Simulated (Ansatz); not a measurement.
**Energy profile**

The step: BH₂BrO₂ ([OH][B]([OH])[Br]) + HF → BH₂O₂F ([OH][B]([OH])[F]) + HBr; bonds formed: B1–F6, Br2–H5; bonds broken: B1–Br2, H5–F6 (atoms numbered as in the saddle structure below).

| atom | x (Å) | y (Å) | z (Å) |
| --- | --- | --- | --- |
| B1 | -0.2936 | -0.1736 | 0.2710 |
| Br2 | 1.8694 | -0.4066 | -0.6625 |
| O3 | -1.1253 | -1.1139 | -0.2027 |
| O4 | -0.2240 | 0.1352 | 1.5750 |
| H5 | 0.6929 | 0.8943 | -0.9800 |
| F6 | -0.2987 | 1.1697 | -0.6705 |
| H7 | -1.0586 | -1.2910 | -1.1421 |
| H8 | 0.4380 | 0.7861 | 1.8119 |

Electronic energies by CCSD(T) at an estimated basis limit (MP2 extrapolated from triple and quadruple zeta, plus CCSD(T) − MP2 in triple zeta), on PBE0-D4/def2-TZVP structures; BH3BrO2F, singlet; no counterpoise correction. Computed with Ansatz 0.2.0 (basis: def2-TZVPP and def2-QZVPP); correlated methods freeze the cores. Filled d shells of the heavier atoms are correlated. The def2 sets are not built for correlating such inner shells, so the correlated values are less sure here. Extrapolation: Hartree–Fock as exp(−7.88 √X), correlation as X^−2.97.

**Question.** Give the profile in kcal/mol, counted from the separated reactants. (An estimate is asked for; the value comes from the calculation.)

**Answer.** By the calculation:
```tsv
point	kcal/mol
separated: BH2BrO2 (linked as [OH][B]([OH])[Br]; B1, Br2, O3, O4, H7, H8; singlet) + HF (H5, F6; singlet)	0.00
start structure	-2.73
saddle	20.60
end structure	-17.27
separated: BH2O2F (linked as [OH][B]([OH])[F]; B1, O3, O4, F6, H7, H8; singlet) + HBr (Br2, H5; singlet)	-13.68
```

No T1 diagnostic of these runs exceeds 0.012.

For scale, one of the runs: CCSD(T)/def2-TZVPP, 214 basis functions, launched by `ansatz run in.yaml --threads 8 --pin off --events-out ev --progress --plain --max-ram 19148MiB`. The run took 60 s on 8 CPU threads of an Intel Xeon Platinum 8375C (shared host), with 3.5 GiB of host memory at its peak.
